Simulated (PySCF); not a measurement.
TDDFT excited states: C6H6FNO2

Species: C₆H₆FNO₂.
SMILES: `N#C[C@@H]1OC[C@]12CO[C@@H]2F`

The calculation used TDDFT PBE0/def2-SVPD, vertical, gas phase, core orbitals frozen in the response in PySCF. Geometry: GFN2-xTB; no solvent, vibrations or thermal averaging.

Question: What does the calculation give for the low-lying excited states?

Answer: 

| state | E (eV) | λ (nm) | f | main configurations (H = HOMO, L = LUMO) |
| --- | --- | --- | --- | --- |
| S1 | 6.39 | 193.9 | 0.0039 | H→L (97%) |
| S2 | 7.15 | 173.5 | 0.0022 | H-1→L (49%), H-3→L (25%), H-2→L (20%) |
| S3 | 7.19 | 172.4 | 0.0016 | H-1→L (46%), H-2→L (25%), H-3→L (22%) |
| S4 | 7.46 | 166.3 | 0.0065 | H→L+1 (95%) |
| S5 | 7.52 | 164.9 | 0.0094 | H-2→L (49%), H-3→L (40%) |
| S6 | 7.82 | 158.5 | 0.016 | H→L+2 (82%), H→L+3 (9%) |

Triplets, Tamm–Dancoff:

| state | E (eV) | λ (nm) | main configurations (H = HOMO, L = LUMO) |
| --- | --- | --- | --- |
| T1 | 5.90 | 210.1 | H→L (78%) |
| T2 | 6.24 | 198.7 | H-5→L (31%), H→L (16%), H-2→L (13%) |

The lowest singlet lies at 6.39 eV (194 nm, vacuum ultraviolet) and is very weak; its leading configuration is HOMO→LUMO (97%). The strongest level in the table is S6 at 7.82 eV (159 nm, f = 0.016). It is the last of those listed, so stronger ones may follow. Löwdin shares by element: HOMO oxygen 55% or more, carbon 18% or more, hydrogen 6% or more (atoms not listed hold the other 21%); LUMO carbon 34% or more, nitrogen 23%, oxygen 13% or more (atoms not listed hold the other 30%). The oscillator strengths of these states sum to 0.039; summed over the whole spectrum of an exact calculation they would give the number of electrons, 74 (Thomas–Reiche–Kuhn). The listed states span 1.43 eV, and the widest gap between neighbours is 0.75 eV (S1 to S2). Orbital energies (eV): HOMO-3 -9.96, HOMO-2 -9.36, HOMO-1 -8.94, HOMO -8.64, LUMO -0.69, LUMO+1 0.15, LUMO+2 0.34. The window holds the lowest 6 singlets.

Hardware: one thread, Arm Neoverse N1 (aarch64), shared host. Cost: 1.8 min, 1.0 GiB resident at most.
